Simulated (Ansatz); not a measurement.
Isomers

Structures of C2H3Te (charge -1), singlet, relaxed at PBE0-D4/def2-TZVPD (vibrations not checked; lower isomers may exist, and structures with a doubtful reference or unclear bonds are left out). Program: Ansatz 0.2.0. Basis: def2-TZVPPD. Cores are frozen in the correlated methods. Filled d shells of the heavier atoms are correlated. Core potentials replace the inner electrons of the atoms past krypton. The def2 sets are not built for correlating such inner shells, so the correlated values are less sure here. B3LYP uses VWN-RPA correlation.

(1) Rank them by CCSD(T) energy, lowest first, and give each one's height above the lowest. Links in brackets join atoms within 1.22 times the sum of their covalent radii (1.1 for two metals). (An estimate is asked for; the value comes from the calculation.)
A.
C₂H₃Te ([CH2][CH][Te]), total charge -1
```
6
angstrom
C 0.0261 -0.5609 0.0887
C -0.2959 0.7214 -0.1104
Te 1.9355 -1.4206 0.1992
H -0.7930 -1.2694 0.2121
H 0.4640 1.4868 -0.2422
H -1.3368 1.0427 -0.1473
```
B.
C₂H₃Te ([CH]1[CH2][Te]1), total charge -1
```
6
angstrom
C -0.2513 -0.7933 -0.6227
C -0.0809 0.5362 -0.1129
Te 1.5783 -0.6862 0.7611
H -0.9615 -1.3186 0.0384
H 0.4287 1.2769 -0.7282
H -0.7133 0.9849 0.6643
```
C.
C₂H₃Te ([CH][CH][TeH]), total charge -1
```
6
angstrom
C -0.8793 -1.0389 -0.7595
C -0.1592 -0.0363 -0.3178
Te 0.6413 -0.2301 1.7335
H -1.2337 -0.8502 -1.7898
H 0.1696 0.9271 -0.7184
H 1.4613 1.2284 1.8520
```

(2) Do PBE-D4, r2SCAN-D4, PBE0-D4, B3LYP-D4, wB97M-V, HF, MP2 give the same order? (Judge from chemistry; the calculation decides.)

T1 diagnostic: at most 0.018.

For scale, one of the runs: CCSD(T)/def2-TZVPPD, 184 basis functions, launched by `ansatz run in.yaml --threads 2 --pin off --events-out ev --progress --plain --max-ram 4352MiB`. Time: 100 s of wall clock on 2 CPU threads of an Arm Neoverse V1; the host was shared. Peak host memory: 2.1 GiB.

Answers

(1) By the calculation: A (0.000 eV), B (1.899 eV), C (2.703 eV). Heights count from the lowest.

(2) By the calculation: All do.
